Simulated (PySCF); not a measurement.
Two-component Hartree-Fock for Sr³³⁺ (strontium, charge +33)

Start: [He] 2s2 2p1; 2p1/2 filled at m_j = +1/2. Calculated with PySCF 2.14 in an even-tempered Gaussian basis (17 s from 13 bohr⁻², ratio 2.4; 12 p from 17 bohr⁻², ratio 2.4; 5 d from 57 bohr⁻², ratio 2.6; 4 f from 86 bohr⁻², ratio 2.6): generalised Hartree-Fock with the X2C-1e Hamiltonian and a Gaussian nucleus; one run each with spin-orbit coupling (SO) switched off, then screened by Boettger's factors.

```
spinor shell  electrons  ε, spin-free (eV)  ε, screened SO (eV)  weight of nominal j (screened SO)  rms radius, screened SO (bohr)
       1s1/2          2           -18728.5             -18724.9                              1.000                          0.0447
       2s1/2          2            -4313.8              -4312.7                              1.000                           0.175
       2p1/2          1            -4186.3              -4240.5                              1.000                           0.150
```

| quantity | spin-free | screened SO |
| --- | --- | --- |
| E (hartree) | -1935.48400 | -1937.47376 |
| M_J | 1/2 | 1/2 |
| ⟨J²⟩ | 0.750 | 0.750 |
| ⟨L²⟩ | 2.000 | 2.000 |
| ⟨S²⟩ | 0.750 | 0.750 |

Each row is a mean over spinors that exchange with the open shell spreads, by up to 9.979 eV (2s1/2).

Breit and QED terms are absent; they matter most for the inner s and p1/2 levels.

Densities and radii are taken from the X2C orbitals without a picture-change correction, which distorts them close to the nucleus.

Without spin-orbit coupling the j labels of p, d and f shells carry no meaning; the spin-free column gives the mean over the occupied spinors of each nl shell.
